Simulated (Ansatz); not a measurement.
## Several solutions for singlet KF

```xyz
2

K     0.0000    0.0000    0.0000
F     0.0000    0.0000    4.3400
```

Basis set: def2-SVP (spherical functions). Charge 0, multiplicity 1.

PBE0 (unrestricted) was run from several starts with Ansatz (development build ahead of 0.2.0).

```json
{"run": "A", "program": "Ansatz", "start": "search for the lowest state", "converged": "yes", "energy (hartree)": "-699.26362", "<S²>": "0.36"}
{"run": "B", "program": "Ansatz", "start": "stability test followed", "converged": "yes", "energy (hartree)": "-699.26362", "<S²>": "0.36"}
{"run": "C", "program": "Ansatz", "start": "atomic start, no search", "converged": "yes", "energy (hartree)": "-699.25798", "<S²>": "0.00"}
```

(1) Which runs reached the lowest solution of this kind, and what is wrong with the others?

Answers

(1) A, B reached the lowest solution found. Converged but too high: C by 0.15 eV. Convergence only shows a stationary point, and even a stable one can lie too high; stability tests and further starts are what find lower ones. Caution: the unrestricted determinant is spin contaminated.
